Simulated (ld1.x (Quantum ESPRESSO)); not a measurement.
What one change does to a pseudopotential (chlorine (Cl), TM)

* Element: chlorine (Cl)
* Generator: ld1.x (Quantum ESPRESSO) 7.5
* Type: norm-conserving Troullier–Martins (Kleinman–Bylander form)
* Functional: LDA (PZ)
* Relativity: scalar-relativistic
* Frozen core: [Ne]
* Valence charge: 7
* Reference configuration: 3s2 3p3.5 (charge +1.5)
* Partial waves: 3s (bound): rc 0.90 bohr; 3p (bound): rc 1.00 bohr; 3d channel at 0.2 Ry: rc 1.05 bohr
* Local potential: the d channel
* Core correction: none

Change: wave 3d channel at 0.2 Ry: rc 1.05 bohr becomes 3d channel at -0.05 Ry: rc 1.05 bohr.

Cutoffs: the cutoffs (Ry, on a coarse ladder) from which the occupation-weighted sum of valence levels, in a spherical-Bessel basis at the reference potential, stays within 10 and 1 mRy of its value at 400 Ry; they do not see the model core or the augmentation charge, which bear on the density cutoff. Errors are all-electron minus pseudo energies relative to the spin-unpolarised reference configuration.

**Question.** Predict the effect on cutoff, ghosts and configuration errors.

**Answer.** The potential gets neither clearly harder nor softer (140 Ry and 300 Ry → 140 Ry and 300 Ry); both files keep a bound ghost (s); of the 9 tests that both files solve, the error grows in 1 and shrinks in 0 by more than 15 % and 0.3 meV (median size 16.7 → 18.5 meV).

```csv
quantity,base,changed
"cutoff, loose",140 Ry,140 Ry
"cutoff, tight",300 Ry,300 Ry
bound ghosts,s,s
"error for 3s2 3p5, meV [ΔE -25.20 eV]",-34,-39
"error for 3s2 3p4, meV [ΔE -11.23 eV]",-4.2,-4.6
"error for 3s2 3p3, meV [ΔE 14.30 eV]",-5.6,-5.9
"error for 3s1 3p5, meV [ΔE 1.36 eV]",+12,+12
"error for 3s2 3p4.5, meV [ΔE -19.57 eV]",-17,-19
"error for 3s1 3p6, meV [ΔE -13.15 eV]",+10,+9.0
"error for 3s2 3p2, meV [ΔE 52.69 eV]",-47,-50
"error for 3s2 3p3.5 (spin-polarised), meV [ΔE -1.50 eV]",+162,+162
"error for 3s2 3p5 (spin-polarised), meV [ΔE -25.39 eV]",-18,-22
s: phases at 1.15 bohr within 0.05 rad from the reference energy up to (Ry; the scan ends near 5),-1.7,-1.7
p: phases at 1.15 bohr within 0.05 rad from the reference energy up to (Ry; the scan ends near 5),-0.1,-0.1
d: phases at 1.15 bohr within 0.05 rad from the reference energy up to (Ry; the scan ends near 5),to the end of the scan,to the end of the scan
```

 A true bound ghost makes a file unfit for plane-wave use even where its test errors are small: the radial tests pick states by their node count and pass the ghost by.
